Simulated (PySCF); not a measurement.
HIOSi, SMILES I[Si]O (connectivity only; charge and spin as stated), neutral, multiplicity 1. Geometry optimised at B3LYP-D3(BJ)/def2-TZVP. The def2 effective core potentials stand for the cores of I; spin–orbit coupling is left out. One conformer was computed; it need not be the lowest.

Calculation: B3LYP-D3(BJ)/def2-TZVP run with PySCF 2.14.0.

Harmonic wavenumbers (cm⁻¹): 192, 338, 453, 778, 860, 3807. Rotational constants (GHz): 20.82, 2.016, 1.838; symmetry number 1.

### Question
Work out the zero-point energy and the ideal-gas rigid-rotor harmonic-oscillator thermochemistry at 298.15 K and 1 atm.

### Answer
ZPE = ½ Σ hcν = ½ × 6429 cm⁻¹ = 38.45 kJ/mol. H − E(el) = 51.93 kJ/mol. Entropy in J/(mol K): translation 172.94, rotation 108.10, vibration 19.27, total 300.31. G − E(el) = -37.61 kJ/mol. Cp = 58.57 J/(mol K).
